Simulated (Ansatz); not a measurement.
Reaction (ligand exchange at the Si–C bond): `[SiH3][CH]1[S][GeH2]1` + `[OH][Cd][F]` → `[F][Cd][O][SiH3]` + `[CH2]1[S][GeH2]1`

Calculated with Ansatz (gas phase, PBE0-D4/def2-TZVP geometries, no zero-point term in ΔE). CCSD(T)/CBS is the MP2 limit (def2-TZVPP, def2-QZVPP) plus CCSD(T) − MP2 in def2-TZVPP, frozen cores. DFT in def2-TZVPP. B3LYP here is the variant with VWN-RPA as its local correlation; programs differ in this. Elements past krypton have def2 core potentials. For Cd, Ge outer-core shells are correlated without core-valence functions, which leaves a few kJ/mol of doubt a bond. Scalar relativity is left out up to krypton. One conformer a species, not always the lowest.

`[SiH3][CH]1[S][GeH2]1`:

Z-matrix (Å, degrees):
```
Si
C 1 1.859
H 1 1.490 2 110.1
H 1 1.487 2 110.9 3 120.4
H 1 1.486 2 108.7 3 -119.6
S 2 1.864 1 113.9 3 175.8
Ge 2 1.934 1 120.0 3 95.6
H 2 1.088 1 117.0 3 -50.4
H 7 1.526 2 119.0 1 3.2
H 7 1.526 2 118.8 1 -150.0
```

`[OH][Cd][F]`:

```xyz
4

O     0.916   -0.320    0.981
Cd   -0.166    0.192   -0.561
F    -1.127    0.723   -2.146
H     0.376   -0.595    1.726
```

`[F][Cd][O][SiH3]`:

```xyz
7

F     1.237    3.499    1.353
Cd    0.975    1.715    0.684
O     0.808   -0.102    0.010
Si   -0.452   -1.044   -0.409
H    -1.210   -0.476   -1.562
H    -1.421   -1.206    0.715
H     0.062   -2.385   -0.791
```

`[CH2]1[S][GeH2]1`:

Z-matrix (Å, degrees):
```
C
Ge 1 1.927
S 1 1.847 2 70.9
H 1 1.085 2 118.3 3 107.8
H 1 1.085 2 118.3 3 -107.8
H 2 1.526 1 119.4 3 102.9
H 2 1.526 1 119.4 3 -102.9
```

```csv
level,ΔE (kcal/mol),difference from CCSD(T)/CBS
PBE-D4,-18.5,2.9
r2SCAN-D4,-22.0,-0.6
PBE0-D4,-20.5,0.9
B3LYP-D4,-22.3,-0.9
ωB97X-V,-23.1,-1.7
ωB97M-V,-22.6,-1.2
B2PLYP,-23.8,-2.4
PBE,-19.6,1.8
r2SCAN,-22.3,-0.9
PBE0,-21.5,-0.1
B3LYP,-24.0,-2.6
HF/def2-TZVPP,-30.0,-8.6
MP2/def2-TZVPP,-22.3,-0.9
SCS-MP2/def2-TZVPP,-23.9,-2.5
CCSD/def2-TZVPP,-24.0,-2.6
CCSD(T)/def2-TZVPP,-22.9,-1.5
HF/def2-QZVPP,-30.2,-8.8
MP2/def2-QZVPP,-21.5,-0.1
SCS-MP2/def2-QZVPP,-23.1,-1.7
HF/CBS(def2),-30.2,-8.8
MP2/CBS(def2),-20.8,0.6
CCSD/CBS(def2),-22.5,-1.1
CCSD(T)/CBS,-21.4,0
```

Largest T1 diagnostic among the species: 0.017.

In def2-TZVPP, CCSD(T) changes the Hartree–Fock value by +7.1 kcal/mol (the triples alone add +1.1 kcal/mol) and MP2 by +7.7 kcal/mol. The D4 term adds +1.7 kcal/mol with B3LYP and +0.9 kcal/mol with PBE0; it sums over pairs of atoms, weighted by their polarisabilities, and B3LYP, whose exchange is more repulsive, gets the larger term.
